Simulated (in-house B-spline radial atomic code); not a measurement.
# Ionising Cs with different functionals

Computed with a radial B-spline atomic code at the basis-set limit: scalar-relativistic (spin-free X2C) Hamiltonian, Fermi nucleus of rms radius 4.8041 fm, spin-polarised at highest spin, spherical fractional occupations for the functionals, the average over the highest-spin determinants for Hartree-Fock. The ionisation energy is the difference of two self-consistent energies, [Xe] 6s1 → [Kr] 4d10 5s2 5p6, without Breit or QED terms; ε is the level of the shell that loses the electron (its least bound occupied spin orbital). There is no spin-orbit coupling in this Hamiltonian.

| method | rung | ΔSCF (eV) | -ε(6s) (eV) |
| --- | --- | --- | --- |
| Hartree-Fock | Hartree-Fock | 3.48 | 3.50 |
| HF fractional | Hartree-Fock | 3.48 | 3.50 |
| LDA VWN5 | LDA | 4.11 | 2.39 |
| LDA PW92 | LDA | 4.11 | 2.38 |
| LDA exchange-only | LDA | 3.61 | 1.96 |
| PBE | GGA | 3.98 | 2.27 |
| PBEsol | GGA | 3.93 | 2.29 |
| BLYP | GGA | 3.95 | 2.15 |
| RPBE | GGA | 3.94 | 2.23 |
| PW91 | GGA | 4.01 | 2.30 |
| BP86 | GGA | 4.05 | 2.40 |
| AM05 | GGA | 3.92 | 2.27 |
| OLYP | GGA | 3.78 | 2.03 |
| TPSS | meta-GGA | 3.77 | 2.18 |
| SCAN | meta-GGA | 3.80 | 2.33 |
| r2SCAN | meta-GGA | ? | ? |
| revTPSS | meta-GGA | 3.73 | 2.20 |
| PBE0 | global hybrid | 3.89 | 2.66 |
| B3LYP | global hybrid | ? | ? |
| TPSSh | global hybrid | 3.75 | 2.34 |
| BHandHLYP | global hybrid | 3.83 | 2.93 |
| HSE06 | range-separated hybrid | 3.91 | 2.37 |
| wB97X | range-separated hybrid | 3.59 | 3.62 |
| CAM-B3LYP | range-separated hybrid | 3.92 | 3.27 |
| LC-wPBE | range-separated hybrid | 3.71 | 3.82 |

Question: What does r2SCAN give?

Answer: ΔSCF 3.78 eV, and -ε(6s) = 2.32 eV.

Question: What does B3LYP give?

Answer: ΔSCF 4.01 eV, and -ε(6s) = 2.59 eV.

Question: Among the functionals, which spreads more, the ΔSCF values or the orbital energies?

Answer: The orbital energies: ΔSCF values span about 0.51 eV and the orbital energies 1.86 eV.

Question: How do they compare with the NIST value?

Answer: NIST lists 3.894 eV (measured, ground level to ground level). Errors run from -0.41 to +0.21 eV; PBE0 is closest (-0.00 eV), but part of that can be cancellation, since the calculations leave out Breit-QED terms. Hartree-Fock also lacks correlation.
